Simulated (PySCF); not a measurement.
Computed Raman spectrum (relative Raman activity) of a molecule ClH6NSi2. Geometry: B3LYP-D3(BJ)/def2-SVP. Other conformers were not sampled. All values below come from PySCF with B3LYP-D3(BJ)/def2-SVP. Frequencies are harmonic and unscaled.

Lines under 2 % of the strongest are left out, and lines within 2 cm⁻¹ are merged.

```json
[
 {"ν (cm⁻¹)": "397", "relative intensity": "3.9"},
 {"ν (cm⁻¹)": "412", "relative intensity": "7.2"},
 {"ν (cm⁻¹)": "519", "relative intensity": "2.4"},
 {"ν (cm⁻¹)": "539", "relative intensity": "2.3"},
 {"ν (cm⁻¹)": "677", "relative intensity": "4.3"},
 {"ν (cm⁻¹)": "697", "relative intensity": "7.8"},
 {"ν (cm⁻¹)": "804", "relative intensity": "2.8"},
 {"ν (cm⁻¹)": "837", "relative intensity": "3.8"},
 {"ν (cm⁻¹)": "870", "relative intensity": "4.2"},
 {"ν (cm⁻¹)": "911", "relative intensity": "6.9"},
 {"ν (cm⁻¹)": "926", "relative intensity": "4.0"},
 {"ν (cm⁻¹)": "953", "relative intensity": "4.6"},
 {"ν (cm⁻¹)": "2201", "relative intensity": "35"},
 {"ν (cm⁻¹)": "2207", "relative intensity": "100"},
 {"ν (cm⁻¹)": "2215", "relative intensity": "77"},
 {"ν (cm⁻¹)": "2220", "relative intensity": "40"},
 {"ν (cm⁻¹)": "3549", "relative intensity": "35"},
 {"ν (cm⁻¹)": "3640", "relative intensity": "22"}
]
```

Question: Identify the compound among the candidates.
(A) N[SiH2][SiH2]Cl
(B) [SiH3]N[SiH2]Cl
(C) N[Si@@H]([SiH3])Cl

Answer: A, N[SiH2][SiH2]Cl
